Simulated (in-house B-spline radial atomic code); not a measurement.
## Response and correlation of C2+

Closed shell [He] 2s2. Computed with an all-electron radial atomic-structure program (B-spline basis): Dirac-Hartree-Fock, relativistic RPA (time-dependent Dirac-Hartree-Fock) for the response and second-order many-body perturbation theory for correlation, no-pair Dirac-Coulomb Hamiltonian, finite nucleus.

Command:
```bash
python run_mb.py task.json out
```
Settings (nuclear radius in fm, box in bohr, cutoff in hartree):
```
basis_form          2
Z                   6
core_configuration  [He] 2s2
rms_radius          2.4702
mass_number         12
speed_of_light      137.036
box_radius          18.686
lmax                7
intervals           66
virtual_cutoff      2000.0
```

Cost of the run: 0.4 s on 1 thread of Arm Neoverse V2, with other jobs on the host.

```json
{"multipole (bohr³, bohr⁵, bohr⁷)": "dipole", "uncoupled": "3.2795", "coupled RPA": "4.4989"}
{"multipole (bohr³, bohr⁵, bohr⁷)": "quadrupole", "uncoupled": "4.1016", "coupled RPA": "5.2115"}
{"multipole (bohr³, bohr⁵, bohr⁷)": "octupole", "uncoupled": "14.723", "coupled RPA": "?"}
```

Task: What is the coupled octupole polarisability?

Result: 17.649 atomic units, +20 % against the uncoupled value.

Task: Which subshells carry the dipole polarisability?

Result: 2s1/2 100.2 %, 1s1/2 -0.2 %.

Task: What does the dipole shielding factor come to?

Result: The dipole shielding factor is 0.667, against the exact N/Z = 4/6 = 0.667 of the non-relativistic theorem.

Dipole polarisability at imaginary frequency:

| u (Eh) | α(iu) (bohr³) |
| --- | --- |
| 0 | 4.499 |
| 0.104 | 4.263 |
| 0.26 | 3.36 |
| 0.52 | 1.974 |
| 0.779 | 1.226 |
| 1.04 | 0.83 |
| 1.56 | 0.4603 |
| 2.08 | 0.2968 |
| 2.6 | 0.2092 |
| 3.64 | 0.1221 |
| 5.2 | 0.06858 |
| 7.79 | 0.03573 |
| 10.4 | 0.02246 |
| 15.6 | 0.0116 |
| 26 | 0.004852 |
| 52 | 0.001366 |

Task: What dispersion coefficients follow for two such ions (the dispersion part alone)?

Result: C6 = (3/π)∫α(iu)²du = 7.09 hartree·bohr⁶ and C8 = 61.27 hartree·bohr⁸.

Lowest J = 1 odd-parity excitations:

```json
{"energy (eV)": "2.7659", "oscillator strength": "3.94e-08", "leading channel": "2s1/2 → p1/2", "weight": "0.667"}
{"energy (eV)": "11.576", "oscillator strength": "0.75", "leading channel": "2s1/2 → p3/2", "weight": "0.667"}
{"energy (eV)": "30.569", "oscillator strength": "2.49e-06", "leading channel": "2s1/2 → p1/2", "weight": "0.669"}
{"energy (eV)": "31.094", "oscillator strength": "0.218", "leading channel": "2s1/2 → p3/2", "weight": "0.669"}
{"energy (eV)": "37.707", "oscillator strength": "1.11e-06", "leading channel": "2s1/2 → p1/2", "weight": "0.67"}
{"energy (eV)": "37.88", "oscillator strength": "0.0788", "leading channel": "2s1/2 → p3/2", "weight": "0.67"}
{"energy (eV)": "40.937", "oscillator strength": "6.62e-07", "leading channel": "2s1/2 → p1/2", "weight": "0.67"}
{"energy (eV)": "41.029", "oscillator strength": "0.043", "leading channel": "2s1/2 → p3/2", "weight": "0.67"}
```

For an outer ns² shell RPA puts the lowest triplet far too low, and second order misses the ns²-np² near-degeneracy.

Second-order correlation energy by the highest angular momentum of the excited pair (hartree): s -0.01581, p -0.06761, d -0.009271, f -0.002608, g -0.0009878, h -0.0004508, i -0.0002324, k -0.0001267.

Task: What is the second-order correlation energy at the partial-wave limit?

Result: The listed waves sum to -0.097099 hartree; extrapolating the increments as (l + 1/2)⁻⁴ gives -0.097357 hartree, -0.662 eV per electron.
